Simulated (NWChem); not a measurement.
AlH₂Cl; SMILES [AlH2][Cl]

```xyz
4

Al     0.0000     0.0000     1.0803
H      0.0000    -1.4122     1.8128
H      0.0000     1.4122     1.8128
Cl     0.0000     0.0000    -1.0394
```
Atoms are numbered in this order, from 1.

The geometry was optimised at PBE-D3(BJ)/def2-SVP.

Symmetry labels are those of C2v in the frame above (b1 and b2, or b-type labels, depend on it).

**Question.** List the 4 lowest vertical singlet excitations from PBE/def2-SVPD, full TDDFT (NWChem).

**Answer.** 
```csv
state,energy (eV),oscillator strength,symmetry,leading excitation (squared amplitude)
S1,4.90,0.000,a2,HOMO → LUMO (1.00)
S2,5.97,0.000,a2,HOMO−2 → LUMO (1.00)
S3,6.06,0.041,a1,HOMO−1 → LUMO (0.96)
S4,6.41,0.021,b1,HOMO−3 → LUMO (0.98)
```
